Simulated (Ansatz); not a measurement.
Energy needed to pull apart SiHF₃ (SMILES F[SiH](F)F), singlet, into free ground-state atoms, from the structure below (displaced at random from a GFN2-xTB minimum); no zero-point or spin–orbit terms; open-shell atoms are treated unrestricted, in their ground-state multiplicity.

```xyz
5
angstrom
F -0.4698 0.0379 1.4617
Si 0.1509 -0.0222 -0.0423
F -0.6694 1.3056 -0.5402
F -0.4733 -1.2693 -0.7460
H 1.4973 0.0255 -0.0113
```

Computed with Ansatz 0.2.0 (basis: def2-TZVPP); correlated methods freeze the cores. B3LYP uses VWN-RPA correlation.

```json
{"method": "PBE-D4", "atomization energy (eV)": "?"}
{"method": "r2SCAN-D4", "atomization energy (eV)": "21.49"}
{"method": "PBE0-D4", "atomization energy (eV)": "20.99"}
{"method": "B3LYP-D4", "atomization energy (eV)": "21.24"}
{"method": "CAM-B3LYP-D4", "atomization energy (eV)": "21.58"}
{"method": "wB97M-V", "atomization energy (eV)": "21.51"}
{"method": "HF", "atomization energy (eV)": "16.11"}
{"method": "MP2", "atomization energy (eV)": "22.02"}
{"method": "CCSD", "atomization energy (eV)": "?"}
{"method": "CCSD(T)", "atomization energy (eV)": "21.02"}
```

Question: What does PBE-D4 give? (Judge from chemistry; the value comes from the calculation.)

Answer: The calculation gives: 21.60 eV, which is about 0.58 eV more than CCSD(T)/def2-TZVPP.

Question: What does CCSD give? (An estimate is asked for; the value comes from the calculation.)

Answer: Computed: 20.71 eV, which is about 0.31 eV less than CCSD(T)/def2-TZVPP.

In triple zeta the MP2 and coupled-cluster atomization energies are still short of their basis limit by a few kcal/mol a bond, whereas those of the functionals are nearly converged, so these differences are not deviations from converged CCSD(T).

The T1 diagnostic stays at or below 0.013.

For scale, one of the runs: CCSD(T)/def2-TZVPP forces, 149 basis functions (an equivalent command: `ansatz run in.yaml --threads 4`). The run took 60 s on 4 CPU threads (shared host), with 1.8 GiB of host memory at its peak.
